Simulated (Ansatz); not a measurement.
Two structures of SiH5SeF, closed shell, reached by relaxing down either side of one saddle point (PBE0-D4/def2-TZVP). Energies are electronic, without zero-point energy. Computed with Ansatz 0.2.0 (basis: def2-TZVPP and def2-QZVPP); correlated methods freeze the cores. Filled d shells of the heavier atoms are correlated. The def2 sets are not built for correlating such inner shells, so the correlated values are less sure here. Extrapolation: Hartree–Fock as exp(−7.88 √X), correlation as X^−2.97. First:

```xyz
8
angstrom
Si -0.7407 0.3546 -1.1329
F 0.8394 0.6292 -1.0872
H -0.9688 -1.1065 -1.1891
H -1.3618 0.9501 0.0717
H -1.2630 1.0077 -2.3581
H 1.8337 -0.6590 1.0241
Se 0.9046 -1.2364 2.0013
H 0.7566 0.0605 2.6704
```

Second:

| atom | x (Å) | y (Å) | z (Å) |
| --- | --- | --- | --- |
| Si1 | -1.1269 | 0.0448 | -0.2382 |
| F2 | 2.5209 | -0.1220 | -1.0585 |
| H3 | -1.3418 | -1.1173 | -1.1305 |
| H4 | -2.3955 | 0.4377 | 0.4209 |
| H5 | -0.5544 | 1.1922 | -0.9782 |
| H6 | 2.0115 | -0.3226 | -0.2997 |
| Se7 | 0.3731 | -0.7162 | 1.3268 |
| H8 | 0.5131 | 0.6034 | 1.9574 |

Problem. Which bonds change from the first to the second?

Solution. SiH₃F ([F][SiH3]) + H₂Se → SiH₄Se ([SiH3][SeH]) + HF; bonds formed: Si1–Se7, F2–H6; bonds broken: Si1–F2, H6–Se7.

Problem. Give the saddle point's structure and its height above each. (An estimate is asked for; the value comes from the calculation.)

Solution. By the calculation: 187.7 kJ/mol above the first and 134.4 kJ/mol above the second (CCSD(T) at an estimated basis limit (MP2 extrapolated from triple and quadruple zeta, plus CCSD(T) − MP2 in triple zeta)).
Si1  (-0.625, 0.105, -0.577)
F2  (1.275, 0.176, -0.872)
H3  (-0.933, -1.216, -1.159)
H4  (-1.708, 0.564, 0.335)
H5  (-0.631, 1.165, -1.620)
H6  (1.453, -0.295, 0.133)
Se7  (0.562, -0.895, 1.531)
H8  (0.608, 0.397, 2.228)
(Å)

T1 diagnostic: at most 0.012.

Labels in which every atom is bracketed show which atoms are joined, not bond orders.

For scale, one of the runs: CCSD(T)/def2-TZVPP, 191 basis functions, launched by `ansatz run in.yaml --threads 4 --pin off --events-out ev --progress --plain --max-ram 9574MiB`. Time: 110 s of wall clock on 4 CPU threads of an AMD EPYC; the host was shared. Peak host memory: 2.1 GiB.
